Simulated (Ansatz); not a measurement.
`BN[SiH2]C=C` + `O[SiH](O)[SiH3]` → `BO[SiH](O)[SiH3]` + `C=C[SiH2]N`  (ligand exchange at a B–N bond)

Gas-phase electronic energies from Ansatz, PBE0-D4/def2-TZVP geometries. CCSD(T)/CBS is the MP2 limit (def2-TZVPP, def2-QZVPP) plus CCSD(T) − MP2 in def2-TZVPP, frozen cores. This one scheme is used for every species. DFT in def2-TZVPP. B3LYP here is the variant with VWN-RPA as its local correlation; programs differ in this. Each species was taken in one conformer, which may not be the lowest.

`BN[SiH2]C=C`:

Cartesian coordinates in Å:
```
B -2.470 0.080 -0.972
N -1.467 0.090 0.002
Si 0.160 0.707 -0.164
C 1.418 -0.629 0.114
C 2.325 -0.562 1.086
H -2.235 0.541 -2.053
H -3.542 -0.389 -0.714
H -1.702 -0.314 0.899
H 0.418 1.760 0.857
H 0.242 1.273 -1.531
H 1.422 -1.502 -0.537
H 2.366 0.284 1.767
H 3.065 -1.341 1.247
```

`O[SiH](O)[SiH3]`:

Z-matrix (Å, degrees):
```
Si
O 1 1.647
Si 1 2.344 2 104.5
O 1 1.648 2 112.8 3 -122.1
H 1 1.486 2 110.8 3 123.0
H 2 0.959 1 117.7 3 -172.2
H 3 1.487 1 111.3 2 55.4
H 3 1.490 1 109.9 2 -65.1
H 3 1.489 1 110.0 2 175.9
H 4 0.959 1 117.5 2 65.5
```

`BO[SiH](O)[SiH3]`:

Cartesian coordinates in Å:
```
B 2.094 0.331 -0.494
O 1.340 0.546 0.600
Si -0.281 0.320 0.892
O -0.477 -0.895 1.976
Si -1.450 -0.315 -1.037
H 3.271 0.549 -0.428
H 1.583 -0.067 -1.511
H -0.737 1.612 1.470
H -0.188 -0.752 2.878
H -2.897 -0.406 -0.703
H -1.274 0.709 -2.102
H -0.983 -1.633 -1.540
```

`C=C[SiH2]N`:

Z-matrix (Å, degrees):
```
Si
C 1 1.865
N 1 1.715 2 114.9
H 1 1.488 2 108.4 3 -120.8
H 1 1.488 2 108.4 3 120.8
C 2 1.330 1 123.1 3 0.1
H 2 1.091 1 118.8 3 -179.9
H 3 1.006 1 121.5 2 75.9
H 3 1.006 1 121.5 2 -76.3
H 6 1.087 2 122.6 1 180.0
H 6 1.087 2 121.2 1 -0.0
```

```tsv
level	ΔE (kJ/mol)	difference from CCSD(T)/CBS
PBE0-D4	7.2	2.0
B3LYP-D4	3.0	-2.2
ωB97M-V	4.3	-0.9
r2SCAN	5.4	0.2
PBE0	8.6	3.4
B3LYP	5.5	0.3
MP2/def2-TZVPP	7.0	1.8
SCS-MP2/def2-TZVPP	5.0	-0.2
SCS-MP2/def2-QZVPP	4.4	-0.8
MP2/CBS(def2)	6.3	1.1
CCSD(T)/CBS	5.2	0
```

Largest T1 diagnostic among the species: 0.014.

In def2-TZVPP, CCSD(T) changes the Hartree–Fock value by +9.9 kJ/mol (the triples alone add +1.4 kJ/mol) and MP2 by +11.0 kJ/mol.
